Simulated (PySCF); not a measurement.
GeI2 (SMILES [I][Ge][I]), singlet, geometry from GFN2-xTB (core potentials on Ge, I); DF-SVWN5/LANL2DZ in PySCF.

The PySCF input:
```python
from pyscf import gto, scf, dft

mol = gto.M(
    atom='''
Ge    0.001533   -0.009692    1.226571
I     1.015670   -1.735556   -0.385293
I    -1.016596    1.741408   -0.355278
''',
    basis='lanl2dz',
    ecp={'Ge': 'lanl2dz', 'I': 'lanl2dz'},
    charge=0,
    spin=0,
    verbose=4,
)

mf = dft.RKS(mol)
mf.xc = 'lda,vwn'
mf = mf.density_fit(auxbasis='def2-universal-jkfit')
mf.kernel()
```

The log (banner, timings and long lists left out):

```
PySCF version 2.14.0

[INPUT] verbose = 4
[INPUT] num. atoms = 3
[INPUT] num. electrons = 18
[INPUT] charge = 0
[INPUT] spin (= nelec alpha-beta = 2S) = 0
[INPUT] symmetry False subgroup None
[INPUT] Mole.unit = angstrom
[INPUT] Symbol           X                Y                Z      unit          X                Y                Z       unit  Magmom
[INPUT]  1 Ge     0.001533000000  -0.009692000000   1.226571000000 AA    0.002896950149  -0.018315225599   2.317883262334 Bohr   0.0
[INPUT]  2 I      1.015670000000  -1.735556000000  -0.385293000000 AA    1.919338132937  -3.279725513846  -0.728098247712 Bohr   0.0
[INPUT]  3 I     -1.016596000000   1.741408000000  -0.355278000000 AA   -1.921088019328   3.290784191127  -0.671378118083 Bohr   0.0

nuclear repulsion = 17.9687129381183
number of shells = 12
number of NR pGTOs = 36
number of NR cGTOs = 24
basis = lanl2dz
ecp = {'Ge': 'lanl2dz', 'I': 'lanl2dz'}

******** <class 'pyscf.df.df_jk.DFRKS'> ********
method = DFRKS
initial guess = minao
damping factor = 0
level_shift factor = 0
DIIS = <class 'pyscf.scf.diis.CDIIS'>
diis_start_cycle = 1
diis_space = 8
diis_damp = 0
SCF conv_tol = 1e-09
SCF conv_tol_grad = None
SCF max_cycles = 50
direct_scf = False
XC library pyscf.dft.libxc version 7.1.2
    S. Lehtola, C. Steigemann, M. J. T. Oliveira, and M. A. L. Marques,  SoftwareX 7, 1–5 (2018)
XC functionals = lda,vwn
    P. A. M. Dirac,  Math. Proc. Cambridge Philos. Soc. 26, 376 (1930)
    F. Bloch,  Z. Phys. 57, 545 (1929)
    S. H. Vosko, L. Wilk, and M. Nusair,  Can. J. Phys. 58, 1200 (1980)
radial grids:
    Treutler-Ahlrichs [JCP 102, 346 (1995); DOI:10.1063/1.469408] (M4) radial grids

becke partition: Becke, JCP 88, 2547 (1988); DOI:10.1063/1.454033
pruning grids: <function nwchem_prune>
grids dens level: 3
symmetrized grids: False
atomic radii adjust function: <function treutler_atomic_radii_adjust>
small_rho_cutoff = 0
Set gradient conv threshold to 3.16228e-05
Initial guess from minao.
tot grids = 64560
init E= -8.13777838656401
  HOMO = -0.0234587534872364  LUMO = 0.0416779710097867  gap/eV = 1.77246
cycle= 1 E= -26.2841572553796  delta_E= -18.1  |g|= 0.653  |ddm|= 5.93
  HOMO = -0.338526622064396  LUMO = -0.243123014925565  gap/eV = 2.59606
cycle= 2 E= -26.4219455176961  delta_E= -0.138  |g|= 0.405  |ddm|= 2.57
  HOMO = -0.240964281006546  LUMO = -0.188377169765017  gap/eV = 1.43097
cycle= 3 E= -26.4316625785028  delta_E= -0.00972  |g|= 0.383  |ddm|= 1.28
  HOMO = -0.24265900957976  LUMO = -0.159976872549737  gap/eV = 2.24990
cycle= 4 E= -26.5168662625817  delta_E= -0.0852  |g|= 0.0145  |ddm|= 0.549
  HOMO = -0.240178533781417  LUMO = -0.159909249271454  gap/eV = 2.18424
cycle= 5 E= -26.5170238989765  delta_E= -0.000158  |g|= 0.00313  |ddm|= 0.053
  HOMO = -0.24022917875187  LUMO = -0.159666867265896  gap/eV = 2.19221
cycle= 6 E= -26.5170321396648  delta_E= -8.24e-06  |g|= 0.000503  |ddm|= 0.0125
  HOMO = -0.240233406618541  LUMO = -0.159638660638259  gap/eV = 2.19309
cycle= 7 E= -26.5170323185395  delta_E= -1.79e-07  |g|= 4.21e-05  |ddm|= 0.00119
  HOMO = -0.240234975374136  LUMO = -0.159642059833939  gap/eV = 2.19304
cycle= 8 E= -26.5170323196916  delta_E= -1.15e-09  |g|= 5.4e-06  |ddm|= 6.89e-05
  HOMO = -0.240235072978469  LUMO = -0.159642438330773  gap/eV = 2.19304
cycle= 9 E= -26.5170323197031  delta_E= -1.15e-11  |g|= 3.47e-06  |ddm|= 1.35e-05
  HOMO = -0.240235127160089  LUMO = -0.159642828252165  gap/eV = 2.19303
Extra cycle  E= -26.5170323196642  delta_E= 3.89e-11  |g|= 8.27e-06  |ddm|= 2.37e-05
converged SCF energy = -26.5170323196642
```
